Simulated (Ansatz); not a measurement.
The cluster MoO₂⁻. Charge -1, multiplicity 2. Geometry PBE-D4/def2-TZVPD.

| atom | x (Å) | y (Å) | z (Å) |
| --- | --- | --- | --- |
| Mo1 | -0.429 | -0.186 | 0.379 |
| O2 | -0.497 | 1.372 | -0.367 |
| O3 | 0.927 | -1.186 | -0.012 |

In the def2 sets Mo takes a core potential; there is no spin–orbit coupling. At PBE-D4/def2-SVPD, BLYP-D4/def2-TZVPD, B97M-V/def2-TZVPD, PBE0-D4/def2-SVPD and others the charge -1 doublet is spin-contaminated (final ⟨S²⟩ up to 1.50, 0.75 for a pure state). At PBE-D4/def2-SVPD, BLYP-D4/def2-TZVPD, B97M-V/def2-TZVPD the highest occupied level of the charge -1 doublet lies above zero (up to 0.77 eV). It is a level of α spin, whose loss leaves a singlet; that state wasn't run at this geometry and level. The electron is either unbound and held by the finite basis, or the level is raised by self-interaction error. The geometry of the doublet was relaxed on an unsound state (⟨S²⟩ 1.30, where a pure state has 0.75). At PBE0-D4/def2-TZVPD a quartet of charge -1 lies 0.43 eV below the doublet, each at its own geometry. The structure comes from a short search, and lower isomers may exist.

Question: Estimate the α-spin orbital energies around the gap (eV) in Ansatz with PBE-D4/def2-SVPD, BLYP-D4/def2-TZVPD, B97M-V/def2-TZVPD, PBE0-D4/def2-SVPD, CAM-B3LYP-D4/def2-TZVPD.

Answer: 
```json
{"orbital": "HOMO−9", "PBE-D4/def2-SVPD": "-16.86", "BLYP-D4/def2-TZVPD": "-17.01", "B97M-V/def2-TZVPD": "-19.21", "PBE0-D4/def2-SVPD": "-19.58", "CAM-B3LYP-D4/def2-TZVPD": "-21.32"}
{"orbital": "HOMO−8", "PBE-D4/def2-SVPD": "-16.41", "BLYP-D4/def2-TZVPD": "-16.58", "B97M-V/def2-TZVPD": "-18.78", "PBE0-D4/def2-SVPD": "-19.07", "CAM-B3LYP-D4/def2-TZVPD": "-20.80"}
{"orbital": "HOMO−7", "PBE-D4/def2-SVPD": "-4.39", "BLYP-D4/def2-TZVPD": "-4.20", "B97M-V/def2-TZVPD": "-4.69", "PBE0-D4/def2-SVPD": "-5.94", "CAM-B3LYP-D4/def2-TZVPD": "-7.33"}
{"orbital": "HOMO−6", "PBE-D4/def2-SVPD": "-4.21", "BLYP-D4/def2-TZVPD": "-4.02", "B97M-V/def2-TZVPD": "-4.47", "PBE0-D4/def2-SVPD": "-5.58", "CAM-B3LYP-D4/def2-TZVPD": "-6.90"}
{"orbital": "HOMO−5", "PBE-D4/def2-SVPD": "-3.70", "BLYP-D4/def2-TZVPD": "-3.50", "B97M-V/def2-TZVPD": "-3.81", "PBE0-D4/def2-SVPD": "-5.05", "CAM-B3LYP-D4/def2-TZVPD": "-6.42"}
{"orbital": "HOMO−4", "PBE-D4/def2-SVPD": "-3.08", "BLYP-D4/def2-TZVPD": "-2.91", "B97M-V/def2-TZVPD": "-3.33", "PBE0-D4/def2-SVPD": "-4.50", "CAM-B3LYP-D4/def2-TZVPD": "-5.84"}
{"orbital": "HOMO−3", "PBE-D4/def2-SVPD": "-2.98", "BLYP-D4/def2-TZVPD": "-2.82", "B97M-V/def2-TZVPD": "-3.11", "PBE0-D4/def2-SVPD": "-4.17", "CAM-B3LYP-D4/def2-TZVPD": "-5.46"}
{"orbital": "HOMO−2", "PBE-D4/def2-SVPD": "-1.94", "BLYP-D4/def2-TZVPD": "-1.80", "B97M-V/def2-TZVPD": "-2.17", "PBE0-D4/def2-SVPD": "-3.25", "CAM-B3LYP-D4/def2-TZVPD": "-4.56"}
{"orbital": "HOMO−1", "PBE-D4/def2-SVPD": "0.52", "BLYP-D4/def2-TZVPD": "0.68", "B97M-V/def2-TZVPD": "0.24", "PBE0-D4/def2-SVPD": "-0.73", "CAM-B3LYP-D4/def2-TZVPD": "-2.08"}
{"orbital": "HOMO", "PBE-D4/def2-SVPD": "0.65", "BLYP-D4/def2-TZVPD": "0.77", "B97M-V/def2-TZVPD": "0.47", "PBE0-D4/def2-SVPD": "-0.34", "CAM-B3LYP-D4/def2-TZVPD": "-1.46"}
{"orbital": "LUMO", "PBE-D4/def2-SVPD": "1.47", "BLYP-D4/def2-TZVPD": "1.53", "B97M-V/def2-TZVPD": "1.75", "PBE0-D4/def2-SVPD": "2.70", "CAM-B3LYP-D4/def2-TZVPD": "3.79"}
{"orbital": "LUMO+1", "PBE-D4/def2-SVPD": "2.77", "BLYP-D4/def2-TZVPD": "2.91", "B97M-V/def2-TZVPD": "3.08", "PBE0-D4/def2-SVPD": "3.94", "CAM-B3LYP-D4/def2-TZVPD": "4.64"}
{"orbital": "LUMO+2", "PBE-D4/def2-SVPD": "3.46", "BLYP-D4/def2-TZVPD": "3.53", "B97M-V/def2-TZVPD": "3.41", "PBE0-D4/def2-SVPD": "4.13", "CAM-B3LYP-D4/def2-TZVPD": "4.69"}
{"orbital": "LUMO+3", "PBE-D4/def2-SVPD": "3.71", "BLYP-D4/def2-TZVPD": "3.72", "B97M-V/def2-TZVPD": "3.52", "PBE0-D4/def2-SVPD": "4.17", "CAM-B3LYP-D4/def2-TZVPD": "4.82"}
{"orbital": "LUMO+4", "PBE-D4/def2-SVPD": "3.83", "BLYP-D4/def2-TZVPD": "3.84", "B97M-V/def2-TZVPD": "3.76", "PBE0-D4/def2-SVPD": "4.42", "CAM-B3LYP-D4/def2-TZVPD": "5.26"}
{"orbital": "LUMO+5", "PBE-D4/def2-SVPD": "4.22", "BLYP-D4/def2-TZVPD": "4.02", "B97M-V/def2-TZVPD": "3.94", "PBE0-D4/def2-SVPD": "4.79", "CAM-B3LYP-D4/def2-TZVPD": "5.31"}
{"orbital": "β HOMO", "PBE-D4/def2-SVPD": "0.60", "BLYP-D4/def2-TZVPD": "0.75", "B97M-V/def2-TZVPD": "0.48", "PBE0-D4/def2-SVPD": "-0.64", "CAM-B3LYP-D4/def2-TZVPD": "-1.92"}
{"orbital": "β LUMO", "PBE-D4/def2-SVPD": "1.78", "BLYP-D4/def2-TZVPD": "1.71", "B97M-V/def2-TZVPD": "1.59", "PBE0-D4/def2-SVPD": "2.64", "CAM-B3LYP-D4/def2-TZVPD": "3.25"}
```
